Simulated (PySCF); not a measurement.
## As (arsenic, neutral) across methods

[Ar] 3d10 4s2 4p3, high-spin 4S determinant. All numbers are calculated (PySCF 2.14, the spin-free X2C one-electron Hamiltonian (Gaussian nucleus), in dyall-av3z (24s17p11d2f, 144 functions)).

| method | E (hartree) | mean ε 4s α (eV) | mean ε 4s β (eV) | mean ε 4p α (eV) | Σ⟨r²⟩ (bohr²) | ⟨S²⟩ |
| --- | --- | --- | --- | --- | --- | --- |
| BHandHLYP | -2260.757 | -19.045 | -15.078 | -7.954 | 40.39 | 3.751 |
| PBE0 | -2260.516 | -17.256 | -13.901 | -7.100 | 40.38 | 3.751 |
| TPSSh | -2260.730 | -16.287 | -13.123 | -6.494 | 40.30 | 3.751 |
| PW91 | -2260.979 | -15.270 | -12.987 | -5.961 | 40.65 | 3.751 |
| LDA | -2257.365 | -15.326 | -13.312 | -5.963 | 40.60 | 3.750 |
| r2SCAN | -2260.770 | -16.020 | -12.914 | -6.309 | 40.15 | 3.751 |
| UHF | -2259.08767 | -22.654 | -15.617 | -10.043 | 40.64 | 3.751 |

Q: Estimate the same row for PBE.

A: E (hartree) = -2260.482; mean ε 4s α (eV) = -15.206; mean ε 4s β (eV) = -12.910; mean ε 4p α (eV) = -5.922; Σ⟨r²⟩ (bohr²) = 40.69; ⟨S²⟩ = 3.751.
